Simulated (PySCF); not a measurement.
silole (C4H6Si), SMILES C1=C[SiH2]C=C1. Heavy atoms are numbered as in [CH:1]1=[CH:2][SiH2:3][CH:4]=[CH:5]1. Hydrogens are named by the atom that carries them.

Geometry optimised at r2SCAN-D4/def2-SVP.

Method: PySCF with B3LYP/pcSseg-1.

GIAO shieldings, no solvent; atoms alike by connectivity are averaged. δ = σ(ref) − σ: ¹³C against TMS (σ = 181.3 ppm); ²⁹Si against TMS (σ = 338.7 ppm); ¹H against TMS (σ = 31.68 ppm), references at their B3LYP-D3(BJ)/def2-TZVP geometries, non-relativistic.

Computed chemical shifts:
```
nucleus       atoms  count  δ (ppm)
-------  ----------  -----  -------
¹³C         C1 (CH)      2    161.7
¹³C         C2 (CH)      2    136.9
²⁹Si     Si3 (SiH2)      1    -44.9
¹H          H on C1      2     7.49
¹H          H on C2      2     6.56
¹H         H on Si3      2     4.82
```
